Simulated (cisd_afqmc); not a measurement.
Input (AFQMC/CISD/def2-SVP; cisd_afqmc is a phaseless AFQMC code with CISD trial states that reads the integrals written by Ansatz):

Ansatz 0.2 input:
```python
import cisd_afqmc

open("ham.yaml", "w").write("""\
crystal:
  periodic: [false, false, false]
  atoms:
    - {symbol: Tl, position_ang: [-0.00000000, -0.00000000, -0.45908937]}
    - {symbol: Cl, position_ang: [0.00000000, 0.00000000, 2.18742580]}
basis:
  gaussian:
    orbitals: def2-SVP
total_charge: 1
magnetization: {spin_polarized: true, initial_magnetization: 1}
correlation: {method: ccsd, electrons: outside_noble_gas, hamiltonian_folder: ham}
""")
rep = cisd_afqmc.ansatz("ham.yaml")
e_ccsd = rep["correlation"]["coupled_cluster"]["energy"]["hartree"]
out = cisd_afqmc.run("ham", e_ccsd, trial="CISD", walkers=200, populations=8, threads=8, dt=0.005, steps=40, early=36, settle=10, least=32,
    cut=5e-5, rank_cut=2e-4, target=0.0004, seconds=1500, seed=1, memory=17280, gpu=False)
```

Output:

```
orbitals 30, occupied [5, 4], factors 164 of 511, rank of the doubles 102 of 229
E(HF) = -630.635147
E(CCSD) on the cut factors = -630.795513, shift to the whole factors 0.000000
Energy of the trial state on the determinant = -630.795553
  tau behind 10.8 of longer steps, mean of the populations' last blocks
   2.0  -630.79842
   4.0  -630.79872
   6.0  -630.79850
   8.0  -630.79895
blocks 309 (4 outliers left out), error by blocks joined: 1: 0.00006, 2: 0.00007, 4: 0.00008, 8: 0.00010, 16: 0.00012
E(AFQMC/CISD) = -630.79836 +/- 0.00012
```

The determinant is spin-contaminated: <S^2> is 0.78, 0.03 over the pure value.
